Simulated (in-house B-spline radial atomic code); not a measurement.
## Ionising Sr5+ with different functionals

Computed with a B-spline radial code for spherical atoms: non-relativistic Hamiltonian, point nucleus, spin-polarised at highest spin, spherical fractional occupations for the functionals, the average over the highest-spin determinants for Hartree-Fock. The ionisation energy is the difference of two self-consistent energies, [Ar] 3d10 4s2 4p3 → [Ar] 3d10 4s2 4p2, without Breit or QED terms; ε is the level of the shell that loses the electron (its least bound occupied spin orbital). There is no spin-orbit coupling in this Hamiltonian.

Hybrids are left out here: with spherical fractional occupations of an open shell their exact exchange keeps a self-interaction that integer-occupation calculations don't have.

```csv
method,rung,ΔSCF (eV),-ε(4p) (eV)
Hartree-Fock,Hartree-Fock,88.44,88.84
LDA VWN5,LDA,88.91,81.21
LDA PW92,LDA,88.90,81.20
LDA exchange-only,LDA,87.60,79.95
PBE,GGA,88.83,81.19
PBEsol,GGA,88.83,81.17
BLYP,GGA,88.57,80.86
RPBE,GGA,88.82,81.19
PW91,GGA,88.92,81.26
BP86,GGA,?,?
AM05,GGA,88.81,81.14
OLYP,GGA,89.08,81.41
TPSS,meta-GGA,?,?
SCAN,meta-GGA,89.57,82.06
r2SCAN,meta-GGA,89.53,81.99
M06-L,meta-GGA,89.12,81.87
revTPSS,meta-GGA,89.08,81.49
```

**Question.** What does TPSS give?

**Answer.** ΔSCF 89.06 eV, and -ε(4p) = 81.46 eV.

**Question.** What does BP86 give?

**Answer.** ΔSCF 88.90 eV, and -ε(4p) = 81.22 eV.

**Question.** How do they compare with the NIST value?

**Answer.** NIST lists 88 eV ± 2 (tabulated theory, ground level to ground level). Errors run from -0.40 to +1.57 eV; all lie within about twice that uncertainty, so the table can't rank the methods. Hartree-Fock also lacks correlation.
